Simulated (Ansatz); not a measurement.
Reaction (formal exchange of groups at a B–N bond): `B[NH][Al]([CH3])[CH3]` + `[CH3][GaH][CH3]` → `B[CH2][GaH][CH3]` + `[CH3][Al]([CH3])[NH2]`

Gas-phase electronic energies from Ansatz, PBE0-D4/def2-TZVP geometries. CCSD(T)/CBS adds triple-zeta CCSD(T) − MP2 to the extrapolated MP2 energy (def2 sets, frozen cores). For Ga outer-core shells are correlated without core-valence functions, which leaves a few kJ/mol of doubt a bond. Scalar relativity is left out up to krypton. Each species was taken in one conformer, which may not be the lowest.

`B[NH][Al]([CH3])[CH3]`:

```xyz
14

B    -0.712    2.314   -0.585
N    -0.033    1.161   -0.995
Al    0.159   -0.358   -0.020
C     1.157   -1.823   -0.836
C    -0.631   -0.423    1.756
H    -0.787    3.276   -1.301
H    -1.225    2.332    0.503
H     0.377    1.206   -1.919
H     0.569   -2.746   -0.838
H     2.065   -2.041   -0.262
H     1.460   -1.620   -1.866
H    -1.718   -0.301    1.709
H    -0.423   -1.367    2.266
H    -0.258    0.390    2.387
```

`[CH3][GaH][CH3]`:

Cartesian coordinates in Å:
```
C 1.144 0.032 1.290
Ga -0.612 0.162 0.403
C -0.763 -0.132 -1.540
H 1.354 -1.020 1.512
H 1.176 0.579 2.233
H 1.947 0.388 0.641
H -1.900 0.502 1.251
H -0.530 0.803 -2.061
H -1.769 -0.432 -1.839
H -0.048 -0.880 -1.889
```

`B[CH2][GaH][CH3]`:

Z-matrix (Å, degrees):
```
C
Ga 1 2.025
B 1 1.507 2 99.7
H 1 1.096 2 99.5 3 119.4
H 1 1.089 2 104.8 3 -124.0
C 2 1.961 1 120.2 3 -61.6
H 2 1.572 1 116.1 3 121.3
H 3 1.201 1 120.7 2 82.6
H 3 1.202 1 120.9 2 -91.6
H 6 1.095 2 108.6 1 91.9
H 6 1.091 2 112.2 1 -149.2
H 6 1.091 2 111.4 1 -26.0
```

`[CH3][Al]([CH3])[NH2]`:

```xyz
12

C    -1.287    1.350    0.223
Al   -0.047   -0.152    0.076
C     1.695   -0.031   -0.802
N    -0.530   -1.715    0.764
H    -2.237    1.071    0.688
H    -0.854    2.159    0.821
H    -1.512    1.779   -0.759
H     1.597   -0.186   -1.882
H     2.400   -0.781   -0.434
H     2.152    0.953   -0.667
H     0.031   -2.551    0.752
H    -1.409   -1.898    1.221
```

| species | HF/def2-TZVPP energy (Eh) |
| --- | --- |
| `B[NH][Al]([CH3])[CH3]` | -402.18281 |
| `[CH3][GaH][CH3]` | -2003.08177 |
| `B[CH2][GaH][CH3]` | -2028.34667 |
| `[CH3][Al]([CH3])[NH2]` | -376.87956 |

Problem. Work out ΔE.

Solution. ΔE = (-2028.34667) + (-376.87956) − (-402.18281) − (-2003.08177) = 0.03835 Eh = +24.1 kcal/mol. CCSD(T)/CBS gives +21.4 kcal/mol.

Largest T1 diagnostic among the species: 0.012.

In def2-TZVPP, CCSD(T) changes the Hartree–Fock value by −2.1 kcal/mol (the triples alone add −0.2 kcal/mol) and MP2 by −2.3 kcal/mol.
